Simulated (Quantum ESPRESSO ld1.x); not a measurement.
Er3+, 65 electrons, occupied as [Xe] 4f11. Method: Dirac Kohn-Sham, revPBE, spin-unpolarised, spherical densities, point nucleus; open shells fill j = l - 1/2 first; computed with ld1.x of Quantum ESPRESSO 7.5.

Spin-orbit splittings of the eigenvalues, e(l+1/2) - e(l-1/2), with zeta = 2 splitting/(2l+1) and mean radii in bohr:

shell,occ.,splitting (eV),zeta (eV),<r> j=l-1/2,<r> j=l+1/2
2p,6,916.8,611.2,0.07147,0.07875
3p,6,192.6,128.4,0.2146,0.2283
3d,10,42.07,16.83,0.2013,0.2055
4p,6,43.41,28.94,0.5167,0.5479
4d,10,7.910,3.164,0.5758,0.5869
4f,11,1.155,0.3301,0.7608,0.7735
5p,6,5.865,3.910,1.367,1.462
